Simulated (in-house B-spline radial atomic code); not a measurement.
Whole-atom quantities along the 31-electron series, configuration [Ar] 3d10 4s2 4p1. Breit and QED terms are first order and not part of the total energy; the density at the nucleus is averaged over the nuclear charge. Computed with a radial B-spline atomic code at the basis-set limit: Dirac-Hartree-Fock, average of the configuration, finite nuclei.

| ion | Z | E/Z² (Eh) | Σ<r²> (bohr²) | n(0)/Z³ (bohr⁻³) | Lamb diamagnetic shielding (ppm) | repulsion over attraction | Breit energy (eV) | self-energy (eV) | vacuum polarisation (eV) | Dirac less non-relativistic energy (Eh) |
| --- | --- | --- | --- | --- | --- | --- | --- | --- | --- | --- |
| Ga | 31 | -2.0214 | 40.545 | 0.93153 | 2686.21 | 0.1634 | 23.101 | 17.092 | -1.589 | -19.303 |
| Ge+ | 32 | -2.0481 | 28.498 | 0.95019 | 2804.06 | 0.16126 | 25.756 | 19.09 | -1.8086 | -22.131 |
| As2+ | 33 | -2.0739 | 22.499 | 0.97042 | 2921.55 | 0.15879 | 28.62 | 21.25 | -2.051 | -25.271 |
| Se3+ | 34 | -2.099 | 18.647 | 0.99112 | 3039.02 | 0.15616 | 31.701 | 23.579 | -2.3176 | -28.745 |
| Br4+ | 35 | -2.1232 | 15.897 | 1.013 | 3156.63 | 0.15344 | 35.008 | 26.084 | -2.6104 | -32.577 |
| Kr5+ | 36 | -2.1467 | 13.812 | 1.0358 | 3274.49 | 0.15069 | 38.55 | 28.775 | -2.9309 | -36.792 |
| Rb6+ | 37 | -2.1694 | 12.167 | 1.0597 | 3392.66 | 0.14794 | 42.333 | 31.659 | -3.2813 | -41.417 |
| Sr7+ | 38 | -2.1914 | 10.832 | 1.0845 | 3511.21 | 0.14521 | 46.368 | 34.744 | -3.6634 | -46.479 |
| Zr9+ | 40 | -2.2334 | 8.797 | 1.1371 | 3749.59 | 0.13986 | 55.227 | 41.557 | -4.5314 | -58.027 |
| Nb10+ | 41 | -2.2534 | 8.0036 | 1.1642 | 3869.5 | 0.13726 | 60.069 | 45.302 | -5.0218 | -64.573 |
| Mo11+ | 42 | -2.2729 | 7.3194 | 1.1915 | 3989.93 | 0.13471 | 65.197 | 49.285 | -5.5529 | -71.675 |
| Tc12+ | 43 | -2.2918 | 6.724 | 1.2224 | 4110.91 | 0.13223 | 70.621 | 53.517 | -6.1277 | -79.37 |
| Ru13+ | 44 | -2.3102 | 6.2016 | 1.2524 | 4232.48 | 0.1298 | 76.35 | 58.008 | -6.7484 | -87.686 |
| Rh14+ | 45 | -2.3281 | 5.7402 | 1.2855 | 4354.65 | 0.12743 | 82.393 | 62.767 | -7.4183 | -96.664 |
| Pd15+ | 46 | -2.3456 | 5.3302 | 1.3192 | 4477.46 | 0.12512 | 88.76 | 67.807 | -8.14 | -106.34 |
| Ag16+ | 47 | -2.3626 | 4.9637 | 1.3552 | 4600.94 | 0.12288 | 95.46 | 73.137 | -8.917 | -116.75 |
| Cd17+ | 48 | -2.3792 | 4.6347 | 1.3907 | 4725.1 | 0.12069 | 102.5 | 78.77 | -9.7521 | -127.93 |
| In18+ | 49 | -2.3954 | 4.3379 | 1.4301 | 4850 | 0.11856 | 109.9 | 84.718 | -10.65 | -139.93 |
| Sn19+ | 50 | -2.4112 | 4.0692 | 1.47 | 4975.64 | 0.11648 | 117.66 | 90.993 | -11.612 | -152.79 |

**Question.** With what power of Z does the column «Σ<r²> (bohr²)» change over this range?

**Answer.** A fit of the logarithm of its size against log Z from Z = 31 to 50 has slope -4.40. Unscreened non-relativistic hydrogenic orbitals would give -2.
